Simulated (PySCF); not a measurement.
HO₄S, SMILES [O]S(=O)(=O)O, multiplicity 2. Atoms are numbered in the order given.

```xyz
6

O      0.3813     0.8778    -1.1527
S     -0.1103     0.0443     0.0000
O      0.3813     0.8778     1.1527
O     -1.4933    -0.3750     0.0000
O      0.7398    -1.3300     0.0000
H      1.6927    -1.1140     0.0000
```
Charge 0, spin multiplicity 2.

The structure is a stationary point at TPSSh-D3(BJ)/def2-SVP. The isomer is the one that the SMILES or the coordinates give; other isomers of the formula were not compared. The values are those of a single conformer.

Level of theory: PBE/def2-TZVP (PySCF).

Isolated molecule, no solvent.

Q: Estimate the frontier levels, dipole moment and polarisability. (Estimate from the structure and the level; the computed values follow.)

A: 
α spin, highest occupied and lowest empty level: -8.45 and -1.10 eV
β spin, highest occupied and lowest empty level: -8.20 and -7.41 eV
dipole moment: 2.58 D
quadrupole, principal values (traceless, Buckingham form, about the centre of nuclear charge): -4.85, -1.98, 6.83 D·Å
mean static polarisability: 36.3 bohr³ (5.38 Å³)
polarisability, principal values: 32.3, 37.4, 39.3 bohr³
⟨S²⟩: 0.754 (pure state 0.75)
